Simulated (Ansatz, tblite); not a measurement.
Forces on the cluster B₈Sb₈ at its PBE-D4/def2-SVP geometry. Charge 0, multiplicity 1.

In the def2 sets Sb takes a core potential; there is no spin–orbit coupling. The xTB rows come from tblite. Single mean-field runs in def2-TZVP are fitted with def2-universal-jkfit. The restricted singlet is unstable towards broken spin symmetry in Hartree–Fock (as tested in another run); at PBE-D4/def2-TZVP this wasn't settled. The structure comes from a short search, and lower isomers may exist.

GFN1-xTB (tblite), largest force 2.16 eV/Å:

```xyz
16
positions Å, forces eV/Å
B    -0.802   -1.774    0.411   -0.516   -0.564    0.626
B    -0.976   -0.033    0.176   -0.548    0.086    0.760
B     0.065   -0.749   -0.991   -0.218   -0.503   -1.091
B     1.710   -0.368   -0.270    0.316   -0.178   -0.281
B    -0.351    1.284    1.081   -0.580    0.112    0.490
B     1.240    0.683    1.230   -0.340    0.006    0.813
B     0.639    0.840   -0.347    1.079    1.191   -1.440
B    -1.469   -0.163   -1.602    0.183   -0.004   -0.142
Sb    2.289   -0.682    2.596   -0.735   -0.436   -0.958
Sb   -2.950   -1.312   -0.423    1.167    0.395    0.295
Sb   -0.661   -0.778    2.469    0.897    0.148   -0.837
Sb    0.594   -2.975   -0.852    0.731    0.816    0.479
Sb   -1.399    3.200    0.317    0.842   -0.778   -1.137
Sb    0.747    2.799   -1.574   -1.507   -0.664    0.751
Sb   -1.850    1.987   -2.355    0.783    0.141    1.129
Sb    3.175   -1.959    0.134   -1.556    0.233    0.541
```

GFN2-xTB (tblite), largest force 1.29 eV/Å:

```
B -0.073 0.606 -0.039
B 0.644 0.068 -0.215
B -0.520 0.458 -0.185
B -0.552 0.404 -0.136
B 0.504 -0.711 -0.685
B -0.597 0.126 -0.308
B 1.111 -0.302 -0.044
B 0.728 -0.263 1.035
Sb -0.520 0.167 -0.407
Sb 0.681 0.211 -0.179
Sb -0.054 -0.488 0.199
Sb -0.160 0.112 0.197
Sb 0.327 -0.187 -0.175
Sb -0.736 -0.612 0.475
Sb 0.247 -0.239 0.409
Sb -1.030 0.650 0.058
```

PBE-D4/def2-TZVP (Ansatz), largest force 0.27 eV/Å:

```
B -0.002 0.017 -0.019
B -0.015 -0.022 0.027
B -0.092 0.046 0.038
B -0.087 0.069 0.022
B 0.072 -0.125 -0.102
B -0.131 -0.032 -0.035
B 0.115 -0.143 0.104
B 0.051 -0.038 0.076
Sb -0.106 0.046 -0.154
Sb 0.247 0.087 0.019
Sb 0.086 0.050 -0.252
Sb -0.057 0.216 0.099
Sb 0.113 -0.126 -0.107
Sb -0.160 -0.113 0.097
Sb 0.136 -0.042 0.175
Sb -0.170 0.111 0.013
```
